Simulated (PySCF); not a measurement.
A structure optimised at PBE-D3(BJ)/def2-SVP, used in a PySCF frequency run:

```xyz
12

C      2.3474     0.0723    -0.5019
N      1.0789    -0.6346    -0.5016
Si    -0.4048    -0.0223     0.0825
O     -0.5270     1.6088    -0.2383
O     -1.5780    -1.0008    -0.5797
F     -0.6168    -0.0596     1.7052
H      3.0444    -0.2615     0.3011
H      2.1603     1.1533    -0.3435
H      2.8809    -0.0300    -1.4731
H      1.1353    -1.6368    -0.6936
H     -0.4101     1.8214    -1.1804
H     -2.3896    -1.0523    -0.0454
```

Task: Write its SMILES and formula.

Result: CN[Si](O)(O)F, CH6FNO2Si

Task: What are its rotational constants (standard atomic weights)?

Result: 3.7378, 2.1271, 2.0132 GHz
